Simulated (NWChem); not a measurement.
System meant: WSCl₃, doublet; SMILES [Cl][W]([Cl])([Cl])=[S]

The following NWChem deck was run.

```
start job
memory heap 200 mb stack 900 mb global 1100 mb
geometry units angstroms noautoz
  W      0.054138    -0.030658    -0.000085
  S      2.077209     0.556122    -0.003203
  Cl    -0.343847    -2.256559     0.002153
  Cl    -0.970936     1.056470     1.711484
  Cl    -0.975664     1.053802    -1.710501
end
basis spherical
  * library def2-svp
end
ecp
  W library def2-ecp
end
dft
  odft
  mult 2
  xc xpbe96 cpbe96
  iterations 4
  mulliken
end
task dft energy
```

End of the output:

```
     --------------------------
     Expectation value of S2:
     --------------------------
      <S2> =      0.7545 (Exact =     0.7500)

 center of mass
 --------------
 x =  -0.00112897 y =  -0.01411521 z =   0.00000230

 moments of inertia (a.u.)
 ------------------
        1684.372264782520           0.000000000000          -0.000000000000
           0.000000000000        1473.003306664689           0.000000000000
          -0.000000000000           0.000000000000        1695.076358238955

     Multipole analysis of the density
     ---------------------------------

     L   x y z        total         alpha         beta         nuclear
     -   - - -        -----         -----         ----         -------
     0   0 0 0      0.000000    -41.000000    -40.000000     81.000000

     1   1 0 0     -0.628614      3.089420      2.787873     -6.505908
     1   0 1 0      0.559301     -3.723806     -3.481772      7.764880
     1   0 0 1      0.002226     -0.010669     -0.009548      0.022443

     2   2 0 0    -56.723576   -212.630862   -211.338086    367.245373
     2   1 1 0     -0.997514     -0.955176     -1.933050      1.890712
     2   1 0 1      0.010504      0.012119      0.020128     -0.021744
     2   0 2 0    -56.363234   -260.761813   -257.867548    462.266128
     2   0 1 1      0.004138      0.003552      0.006993     -0.006407
     2   0 0 2    -53.517621   -206.355491   -202.608358    355.446228

 ------------------------------------------------------------------------
 dft energy failed                                                                                  0
 ------------------------------------------------------------------------
 ------------------------------------------------------------------------
  current input line :
    23: task dft energy
 ------------------------------------------------------------------------
 ------------------------------------------------------------------------
 This type of error is most commonly associated with calculations not reaching convergence criteria
 ------------------------------------------------------------------------
 For more information see the NWChem manual at https://nwchemgit.github.io

0:dft energy failed:Received an Error in Communication
```

### Question
What is wrong, and how is it mended?

### Answer
The run did not converge; its last values are not results. Cause: the SCF was allowed too few iterations. This input runs:
```
start job
memory heap 200 mb stack 900 mb global 1100 mb
geometry units angstroms noautoz
  W      0.054138    -0.030658    -0.000085
  S      2.077209     0.556122    -0.003203
  Cl    -0.343847    -2.256559     0.002153
  Cl    -0.970936     1.056470     1.711484
  Cl    -0.975664     1.053802    -1.710501
end
basis spherical
  * library def2-svp
end
ecp
  W library def2-ecp
end
dft
  odft
  mult 2
  xc xpbe96 cpbe96
  iterations 150
  mulliken
end
task dft energy
```
It converges to -1844.83318 Ha (PBE/def2-SVP with def2 effective core potentials on W, spin-unrestricted).
